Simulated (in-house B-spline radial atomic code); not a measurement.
Results of a calculation; reference values are marked as such.
**Rb in an electron gas of r_s = 4: phase shifts, screening and friction**

A nucleus sits in a uniform electron gas with a rigid positive background. The Kohn-Sham equations are solved self-consistently in the spin-unpolarised LDA (PW92), non-relativistic, on B-splines with outgoing waves at the boundary and partial waves to l = 8. The model has no lattice, no bands and no magnetic solution. Atomic units; δ_l are the phase shifts at the Fermi level, counted so that each bound state adds π, and good to about 0.0005.

The density parameter is r_s = 4 bohr.

```tsv
l	δ_l (rad)
0	12.4760
1	9.5012
2	3.4481
3	-0.0109
4	-0.0029
5	0.0002
6	-0.0001
7	0.0000
8	0.0000
```

Bound levels below the band bottom (hartree): s -10.33, p -7.983, d -3.733, s -0.9587, p -0.4177 and deeper ones.

**Question.** Check the Friedel sum rule, and say where the screening charge sits.

**Answer.** k_F = (9π/4)^(1/3)/r_s = 0.47979. The rule is Z = (2/π) Σ (2l + 1) δ_l. The terms are s 7.942, p 18.146, d 10.976, f -0.049 and -0.016 beyond, in all 36.999 against Z = 37. Bound states hold 8 s, 18 p, 10 d electrons, so the scattering states carry 1.00 in all; where a term is smaller than its bound count, the bound level has drawn weight out of the band.

**Question.** Find the transport cross section and the electronic stopping of a 2 keV Rb ion (mass 85.47 u).

**Answer.** σ_tr = (4π/k_F²) Σ (l + 1) sin²(δ_l − δ_(l+1)). The terms for l = 0 to 3 are 0.0276, 0.1040, 0.2922, 0.0003, all together 0.4241, so σ_tr = 54.589 × 0.4241 = 23.152 bohr². With n = 3/(4π r_s³) = 0.00373, the friction coefficient is Q = n k_F σ_tr = 0.0414. For v well below v_F = 0.480, dE/dx = Q v; with 24801 eV per u at v = 1, v = √(2000/(24801 × 85.47)) = 0.0307, so dE/dx = 0.00127 hartree/bohr = 0.654 eV/nm. The largest term couples the d and f waves.
